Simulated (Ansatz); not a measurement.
`C[SiH2][Se]C` → 2 C• + 8 H• + Se• + Si•  (atomization)

Computed with Ansatz on PBE0-D4/def2-TZVP structures; ΔE is electronic, products minus reactants. CBS: MP2 limit from def2 TZ/QZ plus the TZ coupled-cluster correction, frozen cores. This one scheme is used for every species, atoms too. DFT in def2-TZVPP. No spin–orbit coupling; open shells (•) take unrestricted orbitals. Spin–orbit coupling would lower the free atoms: a little for C, Si; clearly for Se. For Se outer-core shells are correlated without core-valence functions, so the limit isn't a true one: a few kJ/mol of doubt a bond, and 10 to 20 or more in all where bonds break to atoms. Scalar relativity is left out up to krypton. Each species was taken in one conformer, which may not be the lowest.

`C[SiH2][Se]C`:

Z-matrix (Å, degrees):
```
C
Si 1 1.868
H 1 1.092 2 111.0
H 1 1.093 2 110.3 3 119.6
H 1 1.092 2 110.6 3 -120.2
Se 2 2.273 1 113.0 3 60.7
H 2 1.490 1 109.4 3 -61.0
H 2 1.486 1 111.1 3 178.2
C 6 1.958 2 97.0 1 -65.2
H 9 1.088 6 110.6 2 66.2
H 9 1.089 6 106.5 2 -175.0
H 9 1.088 6 110.2 2 -56.4
```

CCSD(T)/CBS gives +4140.4 kJ/mol.

Another level gave +3108.6 kJ/mol. Which?
A. BLYP-D4/def2-TZVPP
B. revPBE/def2-TZVPP
C. HF/def2-TZVPP
D. CCSD(T)/def2-TZVPP

C. HF/def2-TZVPP 3108.6, BLYP-D4 4096.2, revPBE 4011.9, CCSD(T)/def2-TZVPP 4041.2 kJ/mol.

Largest T1 diagnostic among the species: 0.012.

From r2SCAN to r2SCAN0 (25 % exact exchange), in def2-TZVPP and without D4, ΔE moves by −33.7 kJ/mol: exact exchange takes away binding that semilocal exchange gives to molecules. The D4 term adds +41.9 kJ/mol with B3LYP and +22.1 kJ/mol with PBE0; it sums over pairs of atoms, weighted by their polarisabilities, and B3LYP, whose exchange is more repulsive, gets the larger term.

B3LYP here is the variant with VWN-RPA as its local correlation; programs differ in this.

For atomizations the MP2-based limit and the directly extrapolated one differ by several kJ/mol either way, and by 10 to 25 for some Ge, Se and Sn compounds, so smaller differences from it don't rank the levels.
